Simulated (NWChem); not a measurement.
Species: ZnH$_{2}$O; SMILES [OH][ZnH]

All runs: NWChem. Pople sets run with spherical d functions. B3LYP is NWChem's, with the RPA form of VWN correlation. Each level has its own optimisation; frequencies are unscaled.

```
level                r H–Zn (Å)  r O–Zn (Å)  r H–O (Å)  highest harmonic frequency (cm⁻¹)  lowest (cm⁻¹)  zero-point energy (kcal/mol)  dipole (D)
-------------------  ----------  ----------  ---------  ---------------------------------  -------------  ----------------------------  ----------
Hartree-Fock/6-31G*       1.551       1.766      0.944                               4156            401                          11.8        1.58
B3LYP/6-31G*              1.514       1.749      0.967                               3807            399                          11.4        1.54
PBE-D3(BJ)/def2-SVP       1.520         ___        ___                                ___            ___                          11.3        1.51
```

**Question.** Complete the blanks.

**Answer.** 
- PBE-D3(BJ)/def2-SVP, r O–Zn (Å): 1.783
- PBE-D3(BJ)/def2-SVP, r H–O (Å): 0.974
- PBE-D3(BJ)/def2-SVP, highest harmonic frequency (cm⁻¹): 3740
- PBE-D3(BJ)/def2-SVP, lowest (cm⁻¹): 446
